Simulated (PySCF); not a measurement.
This PySCF input asks for the NMR shieldings of SMILES C[C@@]1(C(F)F)C[SiH2]1, C4H8F2Si; the geometry comes from PBE0-D3(BJ)/def2-SVP.

```python
import basis_set_exchange as bse
import numpy as np
from pyscf import gto, dft
from pyscf.prop import nmr

atoms = """
C     1.535987   -0.147087   -0.373835
C     0.086228    0.066038    0.006729
C    -0.218792    1.467895    0.443569
F     0.091582    2.355062   -0.539831
F     0.522528    1.810132    1.523160
C    -0.974625   -0.568036   -0.910832
Si   -0.895134   -1.332609    0.783701
H     1.793393    0.465011   -1.253598
H     1.734825   -1.200017   -0.623965
H     2.200883    0.136706    0.454235
H    -1.284859    1.615510    0.697254
H    -0.591769   -1.110964   -1.781637
H    -1.844116    0.052100   -1.159710
H    -1.973967   -1.012450    1.751066
H    -0.199978   -2.627381    0.978781
"""
names = dict.fromkeys(["C", "F", "Si", "H"], "pcSseg-1")
basis = {el: gto.basis.parse(bse.get_basis(n, elements=[el], fmt="nwchem")) for el, n in names.items()}
mol = gto.M(atom=atoms, basis=basis, charge=0, verbose=0)
mf = dft.RKS(mol, xc="PBE0")
mf.grids.level = 2
mf.grids.alignment = dft.numint.BLKSIZE   # the property module wants whole blocks of grid points
mf.conv_tol = 1e-9
mf.kernel()

calc = nmr.RKS(mf)   # GIAO
C = mf.mo_coeff
Co = C[:, mf.mo_occ > 0]
resp = mf.gen_response(singlet=True, hermi=2)
def vind(x):   # induced exchange potential for any number of trial vectors
    d = np.einsum("pi,xij,qj->xpq", C, 2 * x.reshape(-1, C.shape[1], Co.shape[1]), Co, optimize=True)
    return np.einsum("xpq,pi,qj->xij", resp(d - d.transpose(0, 2, 1)), C, Co, optimize=True).ravel()
mo1, _ = nmr.rhf.solve_mo1(calc, with_cphf=vind)
sigma = calc.kernel(mo1)
for i, s in enumerate(sigma):   # ppm
    w = np.linalg.eigvalsh((s + s.T) / 2)
    print("%2d %-2s iso %8.1f  s11 %8.1f  s22 %8.1f  s33 %8.1f" % (i, mol.atom_pure_symbol(i), w.mean(), *w))
```

**Question.** Give the expected output.

**Answer.** 
```
 0 C  iso    169.6  s11    157.1  s22    163.2  s33    188.6
 1 C  iso    165.8  s11    137.3  s22    156.0  s33    204.1
 2 C  iso     61.7  s11     37.3  s22     70.5  s33     77.2
 3 F  iso    310.5  s11    200.8  s22    340.9  s33    389.8
 4 F  iso    303.8  s11    186.6  s22    332.9  s33    392.1
 5 C  iso    180.5  s11    147.4  s22    190.7  s33    203.2
 6 Si iso    474.3  s11    371.8  s22    398.5  s33    652.4
 7 H  iso     29.5  s11     24.6  s22     27.2  s33     36.7
 8 H  iso     30.9  s11     25.7  s22     29.3  s33     37.6
 9 H  iso     29.4  s11     24.5  s22     27.1  s33     36.6
10 H  iso     26.1  s11     23.4  s22     25.1  s33     29.8
11 H  iso     30.7  s11     25.5  s22     27.4  s33     39.2
12 H  iso     30.6  s11     25.4  s22     26.9  s33     39.5
13 H  iso     28.4  s11     23.3  s22     26.2  s33     35.6
14 H  iso     28.5  s11     23.4  s22     26.6  s33     35.7
```

These numbers come from an equivalent density-fitted implementation of the same equations, which agrees with the script to about 0.01 ppm for H and up to a few tenths of a ppm for heavy atoms, so last digits may differ.

**Question.** Turn these shieldings into chemical shifts. Shifts are taken against calculated references (same method and geometry level): TMS for ¹³C (σref 184.41) and ²⁹Si (σref 351.99) and ¹H (σref 31.27); CFCl3 for ¹⁹F (σref 177.25).

**Answer.** Averaging equivalent atoms: C 2: 122.7; C 1: 18.6; C 0: 14.8; C 5: 4.0; F 4: -126.6; F 3: -133.2; Si 6: -122.3; H 10: 5.16; H 13: 2.90; H 14: 2.72; H 7/8/9: 1.34; H 12: 0.69; H 11: 0.55 ppm. Unscaled 19F shifts against computed CFCl3 carry errors that often reach 10 to 50 ppm.

Size and cost of the density-fitted run: 166 basis functions, 31 s wall time on 1 thread of an Arm Neoverse N1, shared host; peak memory 0.78 GiB.
